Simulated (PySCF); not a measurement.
# Molecular orbitals of NaI

PBE0 at R = 2.729 Å; Na cc-pVTZ, I cc-pVTZ-PP with ECP28; scalar-relativistic core potentials (PySCF 2.14). State: ¹Σ⁺ (singlet), closed shell. Only the outer orbitals are listed, counted within each symmetry, core potentials removing the inner ones.

```csv
orbital,occ.,ε (eV),on Na (%),main shells (%)
3π,2,-33.22,100,100 Na p
3π,2,-33.22,100,100 Na p
6σ,2,-33.18,100,100 Na p
7σ,2,-16.79,3,97 I s
8σ,2,-6.43,18,"81 I p, 12 Na s"
4π,2,-5.87,5,95 I p
4π,2,-5.87,5,95 I p
9σ,0,-1.83,97,"80 Na s, 17 Na p"
5π,0,-0.06,99,96 Na p
5π,0,-0.06,99,96 Na p
```

**Question.** Which are the highest filled and the lowest empty level, where do they sit, and how wide is the gap?

**Answer.** Highest filled 4π at -5.87 eV (in %: 95 I p); lowest empty 9σ at -1.83 eV (in %: 80 Na s, 17 Na p); the gap at PBE0 is 4.04 eV.

| Item | Value |
| --- | --- |
| bond order (Mayer) | 1.03 |
| ⟨S²⟩ | 0.000 |
| charge on Na (Mulliken, basis-dependent) | 0.38 |
| charge on Na (Löwdin, basis-dependent) | 0.07 |
| dipole moment (positive dipole means Na(−)I(+)) | -8.93 D |
| polarisability along the bond | 68.1 bohr³ |
| polarisability across the bond | 47.7 bohr³ |

Spin–orbit coupling is left out.
